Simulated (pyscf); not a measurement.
PySCF, gas phase, ωB97X-D3(BJ)/def2-SVP geometries. MP2 and CC: frozen core, UHF for open shells. ΔMP2 is the change of the MP2 total energy from the triple- to the quadruple-zeta basis.

Task: What is the homolytic dissociation enthalpy (298 K, CCSD(T)/def2-TZVPP + ΔMP2(QZVPP)) of the In–Sb bond of `[InH2][SbH2]`, to InH₂• + SbH₂•?

Result: In–Sb to InH₂• + SbH₂•: 2.31 eV. The radicals are drawn with the spin at the cut bond; how far it spreads was not checked. The CCSD(T) − MP2 part came from Ansatz, without density fitting, on the same reference. The frozen core leaves the outer d or s,p core shells of the metals and heavy elements correlated in the MP2 and CC values, and def2-TZVPP describes them poorly, which can shift differences by a few kcal/mol. Elements past Kr carry the def2 core potentials, without spin-orbit coupling.
